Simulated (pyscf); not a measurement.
## H₂N–SiH(Br)–Br, singlet

Gas-phase minimum from PySCF at ωB97X-D3(BJ)/def2-SVP, one conformer. 

```
Si
N 1 1.7066
H 2 1.0150 1 120.38
H 2 1.0153 3 111.99 1 149.99
H 1 1.4770 2 110.29 3 -165.38
Br 1 2.2074 5 111.00 2 -119.05
Br 1 2.2250 5 106.54 2 125.10
```

Properties at ωB97X-D3(BJ)/def2-SVP:

* **Harmonic wavenumbers, unscaled**: 106, 158, 213, 271, 389, 411, 491, 713, 827, 900, 915, 1543, 2325, 3615, 3715 cm⁻¹
* **Zero-point energy**: 23.7 kcal/mol
* **Rotational symmetry number**: 1
* **Entropy of this conformer at 298 K and 1 atm, rigid rotor and harmonic oscillator, modes under 100 cm⁻¹ raised to 100**: 351.3 J/(mol K)
* **Dipole moment**: 2.52 D

Single-point totals, which compare only within one level:

| level | total energy (hartree) |
|---|---|
| ωB97X-D3(BJ)/def2-TZVP | -5494.40773 |
| PBE/def2-TZVP | -5493.53458 |
| r²SCAN/def2-TZVP | -5494.44347 |
| B3LYP-D3(BJ)/def2-TZVP | -5494.61764 |
| PBE0-D3(BJ)/def2-TZVP | -5493.75470 |
| M06-2X/def2-TZVP | -5494.56094 |
| ωB97M-D3(BJ)/def2-TZVP | -5494.59581 |

Soft torsions are taken as harmonic, which can shift the entropy by several J/(mol K). Elements up to Kr have no core potential and no relativistic terms here.
